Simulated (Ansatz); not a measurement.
Reaction (isomerisation): `N[SiH2]CS` → `C[SiH](N)S`

Gas-phase electronic energies from Ansatz, PBE0-D4/def2-TZVP geometries. CCSD(T)/CBS is the MP2 limit (def2-TZVPP, def2-QZVPP) plus CCSD(T) − MP2 in def2-TZVPP, frozen cores. Each species was taken in one conformer, which may not be the lowest.

| species | MP2/def2-QZVPP energy (Eh) |
| --- | --- |
| `N[SiH2]CS` | -783.72722 |
| `C[SiH](N)S` | -783.77612 |

Work out ΔE.

ΔE = (-783.77612) − (-783.72722) = -0.04890 Eh = -128.4 kJ/mol. CCSD(T)/CBS gives -125.7 kJ/mol.

Largest T1 diagnostic among the species: 0.010.

From PBE to PBE0 (25 % exact exchange), in def2-TZVPP and without D4, ΔE moves by −3.0 kJ/mol.
